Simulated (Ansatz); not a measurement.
Mulliken charges of `[Cl][In]([Cl])[GeH3]` from ωB97M-V/def2-TZVPP in Ansatz (PBE0-D4/def2-TZVP geometry).

| atom | x (Å) | y (Å) | z (Å) | charge (e) |
| --- | --- | --- | --- | --- |
| Cl1 | -1.091 | -2.639 | 1.556 | -0.343 |
| In2 | 0.337 | -1.193 | 0.423 | 0.650 |
| Cl3 | 2.428 | -2.168 | 0.120 | -0.342 |
| Ge4 | -0.319 | 1.166 | -0.403 | -0.110 |
| H5 | 0.951 | 1.944 | -0.765 | 0.050 |
| H6 | -1.093 | 1.885 | 0.709 | 0.049 |
| H7 | -1.212 | 1.006 | -1.641 | 0.047 |

Task: By hand: the dipole of these point charges (1 e Å = 4.8032 D).

Result: Σ q r = (-0.265, 0.980, -0.336) e Å, of length 1.069 e Å = 5.13 D.

Task: How does the dipole of the full density compare? (Best estimate.)

Result: Computed: (-0.197, 0.727, -0.248) e Å, 3.81 D; the point charges give 1.35 times that, at 0° from its direction.

Point charges leave out the atoms' own dipoles, such as those of lone pairs, and Mulliken's split depends on the basis, so the two needn't agree.
